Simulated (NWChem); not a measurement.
# BBr$_{2}$, doublet; SMILES Br[B]Br

Computed with NWChem. Spin-unrestricted. In the optimisation the excess spin sits in a1 (C2v, its own frame). All runs use the structure optimised with PBE-D3(BJ)/def2-SVP, spin-unrestricted. No stability test was run on the SCF state. Level MN15/def2-SVP: energy and gradient on several grids; changes count from the extra-fine grid, which is no exact limit either.

### Question
Which is the coarsest grid (xcoarse; fine; xfine; medium; coarse) from which on the energy stays within 500 μHa and each gradient component within 500 μHa/bohr of xfine?

### Answer
coarse.
```json
[
 {"grid": "xcoarse", "size of the energy change (μHa)": "500", "largest change of a gradient component (μHa/bohr)": "2000"},
 {"grid": "coarse", "size of the energy change (μHa)": "< 10", "largest change of a gradient component (μHa/bohr)": "90"},
 {"grid": "medium", "size of the energy change (μHa)": "< 10", "largest change of a gradient component (μHa/bohr)": "< 30"},
 {"grid": "fine", "size of the energy change (μHa)": "< 10", "largest change of a gradient component (μHa/bohr)": "< 30"},
 {"grid": "xfine", "size of the energy change (μHa)": "< 10", "largest change of a gradient component (μHa/bohr)": "< 30"}
]
```
